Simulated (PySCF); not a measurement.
Sn(H)(F)(Me)2 (C2H7FSn), SMILES [SnH]([CH3])([CH3])[F].

The structure is a stationary point at B3LYP-D3(BJ)/def2-SVP. The structure was generated by enumeration; whether it is a known compound was not checked. The def2 effective core potentials stand for the cores of Sn; spin–orbit coupling is left out.

Computed with PBE/def2-TZVP run with PySCF.

Symmetry labels are those of the subgroup Cs that the program uses (full group Cs).

Task: List the valence orbital energies around the gap with their symmetry. (The exact figures need the calculation; the answer reports its results.)

Result: 
| orbital | symmetry | energy (eV) |
|---|---|---|
| HOMO−7 | A' | -10.14 |
| HOMO−6 | A" | -9.98 |
| HOMO−5 | A" | -9.94 |
| HOMO−4 | A' | -8.73 |
| HOMO−3 | A' | -8.39 |
| HOMO−2 | A" | -8.32 |
| HOMO−1 | A' | -7.25 |
| HOMO | A" | -7.00 |
| LUMO | A' | -0.93 |
| LUMO+1 | A' | -0.69 |
| LUMO+2 | A" | 0.01 |
| LUMO+3 | A' | 0.57 |
